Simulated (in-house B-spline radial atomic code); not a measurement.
Atomic self-consistent-field run: Ho. Level of theory: Dirac-Kohn-Sham HSE06, spherical fractional occupations, Fermi nucleus of rms radius 5.2022 fm; calculated with a B-spline radial code for spherical atoms.

Command:
```bash
python run_scf.py task.json out
```
Settings (nuclear radius in fm, mass in u):
```
Z                67
configuration    [Xe] 4f11 6s2
hamiltonian      dirac
method           hse06
spin_polarised   False
nucleus          fermi
rms_radius       5.2022
atomic_mass      164.93033
speed_of_light   137.035999084
```

Output (hartree, bohr):
```
 radial grid: 77 intervals, B-splines of order 8, outer radius 50 bohr

 iter        energy (Eh)    residual
    1      -12625.311505    5.93e-01
    2      -12625.121573    2.28e-01
    3      -12558.925923    7.25e-01
    4      -12605.857114    8.32e-01
    5      -12490.418293    1.59e+00
    6      -12624.738306    1.98e-01
    7      -12553.302248    7.83e-01
    8      -12626.170512    3.42e-02
    9      -12626.210844    2.19e-02
   10      -12626.228800    8.58e-03
   11      -12626.234259    8.46e-04
   12      -12626.234272    1.74e-04
   13      -12626.234274    3.04e-05
   14      -12626.234274    1.60e-06
   15      -12626.234274    1.61e-07

 total energy                    -12626.23427
 kinetic                           13888.5108
 electron-nucleus                 -31184.7257
 Hartree                            4940.7313
 exact exchange                      -65.1381
 exchange-correlation               -205.6126

 first-order corrections (not in the total)
   Gaunt                            13.5978
   retardation                      -1.4346
   frequency dependence             -0.1978
   self-energy                       9.6293
   Uehling                          -1.6261
   Wichmann-Kroll                    0.0553
   recoil                            0.0267

 orbital      occ     eigenvalue          <r>       <r^2>       <1/r>     <1/r^3>       <r^4>       r_max    small
 1s1/2      2.000     -2041.6414    0.0207383 0.000588194     76.0418           - 9.25851e-07     0.01311  6.27e-02
 2s1/2      2.000      -342.5052    0.0875156  0.00910705     18.2565           - 0.000144078     0.07477  1.40e-02
 2p1/2      2.000      -325.7872     0.072926  0.00658606     18.2203           - 8.85863e-05     0.05627  1.40e-02
 2p3/2      4.000      -294.2799    0.0800818  0.00780729     15.8821     11703.5 0.000119677     0.06238  1.29e-02
 3s1/2      2.000       -77.0121       0.2292   0.0601749     6.68141           -   0.0054787      0.2113  4.49e-03
 3p1/2      2.000       -69.6979     0.219016   0.0558256     6.59293           -  0.00494074      0.1989  4.43e-03
 3p3/2      4.000       -63.0848     0.232473   0.0626871     5.99832     2579.66   0.0061814      0.2117  4.12e-03
 3d3/2      4.000       -50.5922     0.205313   0.0495812     5.87639     425.632  0.00438253      0.1675  3.99e-03
 3d5/2      6.000       -49.1516     0.209495   0.0514875     5.73032     373.918  0.00469552      0.1711  3.90e-03
 4s1/2      2.000       -15.4658     0.518765    0.303952     2.78611           -    0.134474      0.4842  1.43e-03
 4p1/2      2.000       -12.5452     0.528815    0.318436     2.67653           -    0.151896      0.4871  1.35e-03
 4p3/2      4.000       -11.0595     0.559245    0.355928     2.47531     563.642    0.189894       0.514  1.24e-03
 4d3/2      4.000        -6.2448     0.590342    0.404822     2.25201     81.0928    0.268343      0.5184  1.06e-03
 4d5/2      6.000        -5.9733     0.601325    0.419918      2.2015     70.0382    0.288968      0.5272  1.03e-03
 5s1/2      2.000        -1.9499      1.28268     1.85454     1.03678           -     5.16982       1.139  2.84e-04
 5p1/2      2.000        -1.1392      1.44941     2.39511    0.908189           -     9.12336       1.244  2.22e-04
 5p3/2      4.000        -0.9521      1.55918     2.77649     0.83514     67.7898     12.3924       1.328  1.93e-04
 4f5/2      4.714        -0.1816     0.838015    0.969691     1.61485     9.99249     3.54708      0.5231  6.03e-04
 4f7/2      6.286        -0.1443     0.860296     1.03698     1.58589     9.51765     4.38054      0.5286  5.87e-04
 6s1/2      2.000        -0.1469       4.0967     19.1126    0.304618           -     583.995       3.458  2.54e-05
```

Cost of the run: 20 s on 1 thread of Arm Neoverse N1, with other jobs on the host.

For the Dirac Hamiltonian the kinetic term is c α·p + (β - 1)c².

Caution: exact exchange at fractional occupations of open shells leaves self-interaction of up to several eV.
